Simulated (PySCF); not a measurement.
BiCl2, SMILES [Bi]([Cl])[Cl], multiplicity 2.

The structure is a stationary point at PBE-D3(BJ)/def2-TZVP. The spin state was assumed, not searched. The isomer is the one that the SMILES or the coordinates give; other isomers of the formula were not compared. The def2 effective core potentials stand for the cores of Bi; spin–orbit coupling is left out.

Method: PySCF 2.14.0 with PBE-D3(BJ)/def2-TZVP.

Frequencies are harmonic and unscaled.

```csv
mode,ν (cm⁻¹),IR (km/mol),moving atoms (share of kinetic energy)
1,99,1.5,"Cl 88 %, Bi 12 %"
2,313,62.1,"Cl 83 %, Bi 17 %"
3,330,20.8,"Cl 87 %, Bi 13 %"
```
